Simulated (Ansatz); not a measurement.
A nudged elastic band was laid between two geometries of CH₃BrSZn (7 atoms, charge 0, multiplicity 1).

Theory: RKS PBE0/def2-mTZVP in Ansatz.

```json
{
 "movable images": "5",
 "climbing image": "yes",
 "spring": "5.0 eV/Å²",
 "optimiser": "quadratic models (default)",
 "start path": "IDPP",
 "force threshold": "0.03 eV/Å",
 "iteration limit": "60",
 "end points": "relaxed"
}
```

Image 0:

```xyz
7
Properties=species:S:1:pos:R:3
C -1.004 -0.313 0.627
S 0.575 -1.192 0.296
Zn 1.649 0.254 -0.905
Br 2.784 1.731 -2.154
H -0.849 0.601 1.198
H -1.547 -0.090 -0.289
H -1.609 -0.992 1.227
```

Image 6:

```xyz
7
Properties=species:S:1:pos:R:3
C -1.002 -0.308 0.633
S 0.744 -0.030 1.131
Zn 1.677 0.469 -0.756
Br 2.676 0.985 -2.697
H -1.535 -0.589 1.540
H -1.461 0.595 0.233
H -1.099 -1.121 -0.085
```

(1) What changes between the two ends?

(2) Give the energies along the band, and the barrier.

(3) What is the geometry of the highest image?

(4) What are the harmonic wavenumbers there?

The band took 4 iterations and roughly 2.8 core-minutes.

Results:

(1) No bond is made or broken. The dihedral H6–C1–S2–Zn3 goes from 61 to -63°. The two ends are copies of one structure, up to a mirror image or an exchange of like atoms.

(2) It converged. The highest image is number 3 of 0 to 6, 0.9 kcal/mol above the ends, which have the same energy within 2 meV. A vibrational analysis at the climbing image gives one clearly imaginary mode, 126i cm⁻¹: a first-order saddle point.

```
image  path coordinate (Å)  energy (kcal/mol)  dihedral H6–C1–S2–Zn3 (°)
    0                 0.00                0.0                         61
    1                 0.50                0.2                         42
    2                 1.00                0.7                         22
    3                 1.51                0.9                          0
    4                 2.02                0.6                        -23
    5                 2.53                0.2                        -44
    6                 3.04                0.0                        -63
```

(3) 
```xyz
7
Properties=species:S:1:pos:R:3:forces:R:3
C -0.996 -0.238 0.692 0.01 0.00 -0.01
S 0.783 -0.685 0.857 0.01 0.00 0.00
Zn 1.670 0.228 -0.887 0.01 -0.01 0.01
Br 2.628 1.164 -2.686 -0.01 0.00 0.00
H -1.294 0.325 1.575 0.00 0.00 0.00
H -1.211 0.362 -0.189 -0.01 0.01 -0.01
H -1.580 -1.155 0.637 0.00 0.00 0.00
```

(4) 126i, 61, 90, 172, 270, 447, 714, 982, 986, 1387, 1497, 1504, 3082, 3166, 3171 cm⁻¹.

Run time: 88 s on 2 threads of Arm Neoverse V2, on a shared host, peak memory 0.32 GiB.
